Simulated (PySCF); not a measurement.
Be(Cl)(SiH3) (BeClH3Si), SMILES [SiH3][Be][Cl]. Atoms are numbered in the order given.

```xyz
6

Be     0.0000     0.0000    -0.2093
Cl     0.0000     0.0000    -2.0121
Si     0.0000     0.0000     1.9647
H      1.2009     0.6933     2.5121
H      0.0000    -1.3867     2.5121
H     -1.2009     0.6933     2.5121
```

The structure is a stationary point at PBE0-D3(BJ)/def2-TZVP.

Level of theory: CAM-B3LYP/def2-TZVPD (PySCF).

Mulliken values depend strongly on the basis, most of all with diffuse functions as here. ESP charges are fitted to the potential on shells at 1.4 to 2.0 van der Waals radii. Atomic charges (e):

```json
[
 {"atom": "Be1", "Mulliken": "0.01", "meta-Löwdin": "1.12", "ESP fit": "(withheld)"},
 {"atom": "Cl2", "Mulliken": "-0.05", "meta-Löwdin": "-0.70", "ESP fit": "(withheld)"},
 {"atom": "Si3", "Mulliken": "0.34", "meta-Löwdin": "-0.18", "ESP fit": "(withheld)"},
 {"atom": "H4", "Mulliken": "-0.10", "meta-Löwdin": "-0.08", "ESP fit": "(withheld)"},
 {"atom": "H5", "Mulliken": "-0.10", "meta-Löwdin": "-0.08", "ESP fit": "(withheld)"},
 {"atom": "H6", "Mulliken": "-0.10", "meta-Löwdin": "-0.08", "ESP fit": "(withheld)"}
]
```

Task: Complete the blanks. (An estimate is asked for; the answer gives what the named calculation found.)

Result: 
- Be1, ESP fit: 0.34
- Cl2, ESP fit: -0.23
- Si3, ESP fit: 0.06
- H4, ESP fit: -0.06
- H5, ESP fit: -0.06
- H6, ESP fit: -0.06
